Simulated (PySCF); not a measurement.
## Fine-structure interval of Ru³⁵⁺ by level of theory

Ru³⁵⁺ [He] 2s2 2p5 [2p1/2^2 2p3/2^3, M_J = 3/2] → Ru³⁵⁺ [He] 2s2 2p5 [2p1/2^1 2p3/2^4, M_J = 1/2], as a difference of total energies. All numbers are calculated (PySCF 2.14, the two-component X2C-1e Hamiltonian, in an even-tempered Gaussian basis (17 s from 15 bohr⁻², ratio 2.4; 12 p from 19 bohr⁻², ratio 2.4; 5 d from 73 bohr⁻², ratio 2.6; 4 f from 110 bohr⁻², ratio 2.6)). Correlated levels: nothing frozen; the 32 highest virtual spinors dropped. "Screened" scales the spin-orbit matrix elements by Boettger's factors to mimic the two-electron term; Breit and QED terms are absent.

| method | fine-structure interval (cm⁻¹) |
| --- | --- |
| GHF (screened spin-orbit) | 1109300 |
| GMP2 (screened spin-orbit) | 1110200 |
| GHF (bare spin-orbit) | 1164000 |
